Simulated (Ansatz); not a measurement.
H8O2Si3, SMILES `O[SiH2][SiH](O)[SiH3]`. The species carries charge 0 and has multiplicity 1. Geometry: relaxed with PBE0-D4/def2-TZVP. It is one conformer, not always the lowest.

```xyz
13

O     0.630    2.450    0.747
Si   -0.404    1.200    1.124
Si    0.696   -0.562    0.019
O     1.716    0.186   -1.054
Si   -0.768   -1.979   -1.130
H     0.395    3.337    1.022
H    -0.534    1.029    2.600
H    -1.773    1.481    0.602
H     1.462   -1.374    1.013
H     1.892    1.108   -0.846
H    -0.041   -3.041   -1.877
H    -1.605   -1.204   -2.085
H    -1.667   -2.631   -0.136
```

(1) What is the dipole moment at r2SCAN/def2-TZVPP? (An estimate is asked.)

(2) And with PBE, B3LYP, ωB97M-V? (Estimate.)

(3) Give the Mulliken charges with r2SCAN, B3LYP, ωB97M-V in def2-TZVPP. (An estimate is asked.)

Results:

(1) Ansatz gave: 2.41 D, with components (-0.64, 2.02, 1.14) D in this frame, pointing from negative to positive charge.

(2) The calculation gave: PBE 2.35 D, B3LYP 2.43 D, ωB97M-V 2.44 D.

(3) The calculation gave: 
```
atom  r2SCAN  B3LYP  ωB97M-V
  O1   -0.44  -0.42    -0.41
 Si2    0.38   0.35     0.28
 Si3    0.41   0.41     0.33
  O4   -0.43  -0.41    -0.39
 Si5    0.15   0.13     0.03
  H6    0.20   0.18     0.17
  H7   -0.09  -0.09    -0.05
  H8   -0.09  -0.08    -0.05
  H9   -0.11  -0.10    -0.05
 H10    0.21   0.20     0.19
 H11   -0.06  -0.05    -0.02
 H12   -0.06  -0.06    -0.02
 H13   -0.06  -0.06    -0.02
```

B3LYP here is the variant with VWN-RPA as its local correlation; programs differ in this.
